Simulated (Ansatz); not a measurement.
Ge-O bond lengths (Å) of neutral closed-shell molecules, written as SMILES: in each the longest such bond at B3LYP-D3(BJ)/def2-TZVP (Ansatz, a quantum-chemistry and plane-wave program), beside the same bond after optimisation at B3LYP/LANL2DZ (Ansatz) from that structure, whose symmetry is kept, so that a structure may be a saddle point there. LANL2DZ carries core potentials. B3LYP-D3(BJ)/def2-TZVP serves to compare with and is no measurement.

The rows were drawn at random among computed neutral closed-shell members with both values; the withheld row is one of them. Species whose geometry shows other bonds than their SMILES are left out. Runs that failed or changed their bonding are left out, and none for the size of its difference.

```
species                           B3LYP/LANL2DZ (Ansatz) (x)  B3LYP-D3(BJ)/def2-TZVP (y)
--------------------------------  --------------------------  --------------------------
CC[O][Ge]([Br])([Br])[Br]                              1.755                       1.756
CC[O][GeH3]                                            1.797                       1.789
C[O][GeH]([O]C)[O]C                                    1.782                       1.780
[O]=[Ge]([F])[F]                                       1.652                       1.628
CC(=O)[O][GeH3] [germyl acetate]                       1.847                       1.844
```

Question: Fit y = a + b·x by least squares, and use it for [O]=[Ge]=[O], where B3LYP/LANL2DZ (Ansatz) gives 1.655 Å.

Answer: Means: x 1.76660, y 1.75940. Sums about the means: Sxx 0.020893, Sxy 0.023117. Slope b = Sxy/Sxx = 1.106, intercept a = mean y - b·mean x = -0.1945; the rows scatter about the line by 0.0056 (root mean square), r² = 0.99. A constant shift would give 1.648 Å. Prediction for [O]=[Ge]=[O]: 1.636 Å. The length at B3LYP-D3(BJ)/def2-TZVP is 1.624 Å, so the fit misses by +0.012 Å, against +0.031 Å without it. The fit is meant for species like these alone.
